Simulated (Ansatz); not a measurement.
`F[SiH2]I` + HCl → `Cl[SiH2]I` + H–F at 600 K and 1 bar (ligand exchange at the Si–F bond).

Computed with Ansatz on PBE0-D4/def2-TZVP structures; ΔE is electronic, products minus reactants. CBS: MP2 limit from def2 TZ/QZ plus the TZ coupled-cluster correction, frozen cores. This one scheme is used for every species. Elements past krypton have def2 core potentials. For I outer-core shells are correlated without core-valence functions, which leaves a few kJ/mol of doubt a bond.

| species | CCSD(T)/CBS energy (Eh) | H − E (kJ/mol) | S (J/(mol·K)) |
| --- | --- | --- | --- |
| `F[SiH2]I` | -687.61044 | 90.2 | 351.4 |
| HCl | -460.38127 | 35.4 | 207.2 |
| `Cl[SiH2]I` | -1047.58245 | 88.6 | 365.7 |
| H–F | -100.39570 | 42.3 | 194.0 |

H − E and S are ideal-gas, rigid-rotor, harmonic terms from PBE0-D4/def2-TZVP. 1 Eh = 2625.50 kJ/mol, R = 8.31446 J/(mol·K).

Q: By hand: ΔE, ΔH, ΔS and ΔG.

A: ΔE = (-1047.58245) + (-100.39570) − (-687.61044) − (-460.38127) = 0.01356 Eh = 35.6 kJ/mol. Δ(H − E) = 88.6 + 42.3 − 90.2 − 35.4 = 5.3, so ΔH = 40.9 kJ/mol. ΔS = 365.7 + 194.0 − 351.4 − 207.2 = 1.1 J/(mol·K). ΔG = 40.9 − 600 × (1.1)/1000 = 40.2 kJ/mol.

Q: By hand: the equilibrium constant, and the temperature at which ΔG would vanish if ΔH and ΔS stayed fixed.

A: log₁₀ K = −ΔG/(RT ln 10) = -3.5. ΔG = 0 at ΔH/ΔS = 37182 K, far beyond where these terms or the molecules hold.

The number of gas molecules stays the same, so ΔS is small and ΔH decides. A doubt of 5 kJ/mol in ΔE shifts log₁₀ K by 0.4 here. These are equilibria of isolated gas molecules and say nothing of rates. Largest T1 diagnostic: 0.009 (customary marks: 0.02 for closed shells, 0.045 for open ones).
